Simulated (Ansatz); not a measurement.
F2Sn (SMILES [F][Sn][F]) moved off its minimum; all values from Ansatz (a quantum-chemistry and plane-wave program), cores frozen in correlated methods. Elements past Kr take the def2 small-core potentials, without spin–orbit coupling.
(charge 0, multiplicity 1)
```xyz
3

Sn    -0.0589     0.1430     0.3130
F      0.7321     1.1346    -0.9472
F     -0.8080    -1.1632    -0.9250
```

Forces at B3LYP/def2-TZVPP (eV/Å):

```json
[
 {"atom": "Sn1", "Fx": "-2.160", "Fy": "-2.685", "Fz": "3.594"},
 {"atom": "F2", "Fx": "2.206", "Fy": "2.765", "Fz": "-3.516"},
 {"atom": "F3", "Fx": "-0.046", "Fy": "-0.081", "Fz": "-0.078"}
]
```

Q: Give the forces (eV/Å), the total energy and the dipole at CCSD(T)/def2-TZVPPD.

A: 
```csv
atom,Fx,Fy,Fz
Sn1,-2.199,-2.765,3.452
F2,2.175,2.725,-3.478
F3,0.024,0.040,0.026
```
Energy -413.0153 hartree, dipole 3.28 D.
